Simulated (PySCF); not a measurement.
# Potential energy of In₂ along the bond

Set-up: basis In def2-TZVPP with ECP28; scalar-relativistic core potentials; PySCF 2.14. Energies in eV from In + In in their ground configurations at the same level. State: ³Πu (triplet), unpaired electrons σ ↑, π ↑.

```json
{"R (Å)": "2.622", "BLYP": "-0.674", "UHF-CCSD(T)": ""}
{"R (Å)": "2.744", "BLYP": "-0.922", "UHF-CCSD(T)": "-1.026"}
{"R (Å)": "2.866", "BLYP": "-1.070", "UHF-CCSD(T)": "-1.131"}
{"R (Å)": "2.958", "BLYP": "-1.134", "UHF-CCSD(T)": "-1.162"}
{"R (Å)": "3.049", "BLYP": "-1.167", "UHF-CCSD(T)": "-1.164"}
{"R (Å)": "3.140", "BLYP": "-1.179", "UHF-CCSD(T)": "-1.144"}
{"R (Å)": "3.262", "BLYP": "-1.168", "UHF-CCSD(T)": "-1.095"}
{"R (Å)": "3.415", "BLYP": "-1.128", "UHF-CCSD(T)": "-1.008"}
{"R (Å)": "3.598", "BLYP": "-1.054", "UHF-CCSD(T)": "-0.886"}
{"R (Å)": "3.842", "BLYP": "-0.938", "UHF-CCSD(T)": ""}
```

Q: Put a parabola through the three lowest points of the BLYP curve and estimate Re, k and ωe (reduced mass 57.45 u; 1 eV/Å² = 0.16022 mdyn/Å; ωe = 1302.8·√(k/μ) cm⁻¹).

A: Through R = 3.049, 3.14, 3.262 Å the second-order coefficient is 1.04 eV/Å², so Re ≈ 3.158 Å, k ≈ 0.334 mdyn/Å and ωe ≈ 99 cm⁻¹. A polynomial fit of higher order to the unrounded BLYP energies gives Re = 3.152 Å, k = 0.310 mdyn/Å, ωe = 95.7 cm⁻¹; anharmonicity and rounding make the difference.

The higher-order fit for each curve: BLYP: Re = 3.152 Å, ωe = 95.7 cm⁻¹, De = 1.18 eV; UHF-CCSD(T): Re = 3.009 Å, ωe = 118 cm⁻¹, De = 1.17 eV.

Correlated steps freeze 8 core orbitals. Spin–orbit coupling is left out, which matters for elements this heavy, above all for dissociation energies. The state is the lowest determinant that a PBE0 search found; another state may lie lower at other levels.
